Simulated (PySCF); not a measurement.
C₆H₄N₂O₂, SMILES c1coc(-c2nnco2)c1.

The structure is a stationary point at PBE0-D3(BJ)/def2-SVP. The values are those of a single conformer.

The numbers are results of TDA-PBE/def2-SVPD (PySCF), not measurements.

Vertical excitations. The molecule is in vacuum. State labels are in the subgroup Cs.

Task: Estimate the UV-visible absorptions. (An estimate is asked for; the answer gives what the named calculation found.)

Result: 
```tsv
state	symmetry	energy (eV)	λ (nm)	f	main pairs
S1	A"	4.12	301	0.001	HOMO−1→LUMO 99 %
S2	A'	4.76	260	0.531	HOMO→LUMO 72 %, HOMO→LUMO+1 20 %
S3	A'	5.36	231	0.270	HOMO→LUMO+1 46 %, HOMO→LUMO 20 %, HOMO−2→LUMO 17 %, HOMO−4→LUMO 8 %
S4	A'	5.55	224	0.013	HOMO−2→LUMO 49 %, HOMO→LUMO+2 29 %, HOMO→LUMO+1 14 %
S5	A"	5.56	223	0.000	HOMO−3→LUMO 60 %, HOMO−1→LUMO+1 39 %
S6	A"	5.67	219	0.003	HOMO−1→LUMO+1 49 %, HOMO−3→LUMO 38 %, HOMO−1→LUMO+2 12 %
T1	A'	3.13	396	0	HOMO→LUMO 98 %
T2	A"	3.84	323	0	HOMO−1→LUMO 99 %
```
Triplets are in the Tamm–Dancoff approximation.
